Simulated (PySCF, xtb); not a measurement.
CH5FO2Si2, SMILES O[Si@]1(F)CO[SiH2]1.

GFN2-xTB run with xtb 6.7.1 at its own geometry gives an orbital gap of 4.30 eV and a dipole moment of 2.71 D.

Coordinates come from a TPSSh-D3(BJ)/def2-SVP optimisation. The structure was generated by enumeration; whether it is a known compound was not checked. One conformer was computed; it need not be the lowest.

Question: What does HF/def2-TZVP (PySCF) give? (Estimate from the structure and the level; the computed values follow.)

Answer: gap 13.01 eV (levels -10.55 and 2.46 eV), dipole 2.06 D.
